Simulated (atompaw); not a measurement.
## Before and after: PAW (atompaw) potential for hafnium

hafnium, PAW, made with atompaw 4.2.0.5 (LDA (PW92), scalar-relativistic). Core [Xe] 4f14, reference 5d2.5 6s1.5 6p0. Waves: 6s (bound): rc 3.00 bohr; 6s channel at 0.45 Ry: rc 2.30 bohr; 6p (bound, empty): rc 3.00 bohr; 6p channel at 2.3 Ry: rc 3.00 bohr; 5d (bound): rc 2.35 bohr; 5d channel at 2.4 Ry: rc 2.35 bohr. Local part: troulliermartins scheme with l = 3 at 0.5 Ry, radius 2.20 bohr. Core correction: smooth core density matched at 2.65 bohr. Augmentation charge: sinc compensation charge, radius 2.55 bohr; PAW radius 3.00 bohr; waves and projectors: custom polynom gramschmidtortho.

Change: reference 5d2 6s0.5 6p0.

Cutoffs: the cutoffs (Ry, on a coarse ladder) from which the occupation-weighted sum of valence levels, in a spherical-Bessel basis at the reference potential, stays within 10 and 1 mRy of its value at 400 Ry; they do not see the model core or the augmentation charge, which bear on the density cutoff.

Q: What does the change do?

A: The potential gets softer (21 Ry and 30 Ry → 15 Ry and 25 Ry); the bound ghosts move from d, p, s to p, s.

| quantity | base | changed |
| --- | --- | --- |
| cutoff, loose | 21 Ry | 15 Ry |
| cutoff, tight | 30 Ry | 25 Ry |
| loose cutoff by channel (10 mRy a level) | s 6 Ry, d 18 Ry | s 6 Ry, d 15 Ry |
| bound ghosts | p, d, s | p, s |
| s: phases at 3.00 bohr within 0.05 rad from the reference energy up to (Ry; the scan ends near 5) | 2.5 | n/a |
| p: phases at 3.00 bohr within 0.05 rad from the reference energy up to (Ry; the scan ends near 5) | 4.3 | 4.1 |
| d: phases at 3.00 bohr within 0.05 rad from the reference energy up to (Ry; the scan ends near 5) | to the end of the scan | to the end of the scan |
| lowest overlap eigenvalue by channel | s 0.02, p 0.28, d 0.67 | s 0.10, p 0.15, d 0.78 |

 A true bound ghost makes a file unfit for plane-wave use even where its test errors are small: the radial tests pick states by their node count and pass the ghost by. The cutoffs see the waves, projectors and local potential, not the compensation charge or the core.
